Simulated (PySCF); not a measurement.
Atoms are numbered as in `[CH3:1][N:2]([CH:3]=[O:4])[GeH2:5][AsH2:6]` (H(Xn): hydrogen on atom n).

Geometry: PBE0-D3(BJ)/def2-SVP; GIAO shifts from PySCF 2.14.0 with density-fitted response routines, gas phase, non-relativistic, averaged over equivalent atoms.

At WP04/pcSseg-1 (190 basis functions, 28 s wall time on 1 thread of an Arm Neoverse V1, shared host):
```tsv
atoms	δ (ppm)
C3	170.6
C1	34.9
N2	135.7
O4	408.8
Ge5	-87.7
As6	30.2
H(C3)	7.65
H(Ge5)	4.50
H(C1)	2.78
H(As6)	1.75
```

Referencing at the same level of theory: ¹³C (σ = 172.44 ppm), ¹H (σ = 31.56 ppm) against TMS; ¹⁵N (σ = 246.90 ppm) against NH3; ¹⁷O (σ = 317.54 ppm) vs H2O; ⁷³Ge (σ = 1276.28 ppm) against GeMe4; AsH3 for ⁷⁵As (σ = 1754.71 ppm).

**Question.** Predict the values at PBE0/pcSseg-1 on the same geometry.

**Answer.** 
```json
{"atoms": "C3", "δ at PBE0/pcSseg-1": "170.5", "change": "-0.1"}
{"atoms": "C1", "δ at PBE0/pcSseg-1": "32.4", "change": "-2.5"}
{"atoms": "N2", "δ at PBE0/pcSseg-1": "133.1", "change": "-2.6"}
{"atoms": "O4", "δ at PBE0/pcSseg-1": "433.6", "change": "+24.8"}
{"atoms": "Ge5", "δ at PBE0/pcSseg-1": "-100.0", "change": "-12.3"}
{"atoms": "As6", "δ at PBE0/pcSseg-1": "11.4", "change": "-18.8"}
{"atoms": "H(C3)", "δ at PBE0/pcSseg-1": "7.88", "change": "+0.23"}
{"atoms": "H(Ge5)", "δ at PBE0/pcSseg-1": "5.06", "change": "+0.56"}
{"atoms": "H(C1)", "δ at PBE0/pcSseg-1": "2.86", "change": "+0.08"}
{"atoms": "H(As6)", "δ at PBE0/pcSseg-1": "2.07", "change": "+0.32"}
```

δ = σ(ref) − σ, references computed at the same level: TMS for ¹³C (184.41 ppm), ¹H (31.27 ppm); ¹⁵N (265.67 ppm) against NH3; ¹⁷O (334.56 ppm) against H2O; ⁷³Ge (1330.28 ppm) vs GeMe4; ⁷⁵As (1910.42 ppm) vs AsH3.

The largest change is at O4 (amide-type carbonyl oxygen). Cost: 190 basis functions, 30 s wall time on 1 thread of an Arm Neoverse V1, shared host.

Relativistic effects, spin–orbit coupling among them, are left out; they matter for As, Ge and for the light atoms bonded to it. Unscaled 17O shifts of doubly bonded oxygen tend to come out too high, by tens of ppm or more. Experimental scales use liquid or dissolved standards, which lie at an offset from isolated NH3 (liquid NH3: subtract about 20 ppm) and H2O (liquid H2O: subtract about 36 ppm).
